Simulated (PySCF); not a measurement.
**Structure from 2D NMR**

Compound of formula C₄H₉FOSi₂. Correlations simulated from computed shifts and the bond graph:

HSQC (one-bond C–H):
```
   δH     δC
12.39  245.6
 6.27  128.1
 1.80   10.8
```

COSY cross peaks (H two or three bonds apart, from the bond graph; peaks can be absent where the dihedral angle is near 90°):
```
   δH    δH
12.39  4.31
 6.27  1.80
 4.31  1.80
```

HMBC (two and three bonds, from the bond graph):
```
   δH                   δC
12.39                 10.8
 6.27          167.4, 10.8
 4.31   245.6, 128.1, 10.8
 4.25         167.4, 128.1
 1.80  245.6, 167.4, 128.1
```

Carbons without hydrogens: δ 167.4.

[PySCF: coordinates at the GFN2-xTB level; NMR shieldings at PBE0/pcSseg-1/GIAO; one conformer; averaged over atoms made equivalent by symmetry, fast rotation or ring inversion; relativity neglected; no solvent]

Scale: ¹H (σref 31.72), ¹³C (σref 186.93) against TMS (reference shieldings calculated alike).

Exchangeable hydrogens are left out of these lists.

Q: Work out the connectivity.

A: `F/C(=C/C[SiH2]C=O)[SiH3]`.

Atom-mapped SMILES (the numbers label the heavy atoms): `[O:1]=[CH:2][SiH2:3][CH2:4]/[CH:5]=[C:6](/[F:7])[SiH3:8]` (H(Xn): hydrogen on atom n).

1. δC 245.6 is C2, a carbonyl carbon (δH 12.39).
2. δC 167.4 is C6, a fully substituted alkene carbon.
3. δC 128.1 is C5, an alkene CH (δH 6.27).
4. δC 10.8 is C4, an allylic sp3 CH2 bonded to Si (δH 1.80).
5. HMBC from δH 6.27 reaches the proton-free carbon C6.
6. HMBC from δH 4.25 reaches the proton-free carbon C6.
7. HMBC from δH 1.80 reaches the proton-free carbon C6.
8. COSY links 12.39–4.31, 6.27–1.80, 4.31–1.80.

The shifts were computed for this structure.

Shifts are as computed. Against solution values, carbons near 30 ppm lie about +3 ppm off and those near 130 ppm about +5 ppm. Of 1309 compounds with measured shifts, 239 miss one by over three times the rms of a fit or turn the order of signals round; such compounds aren't used in these exercises.
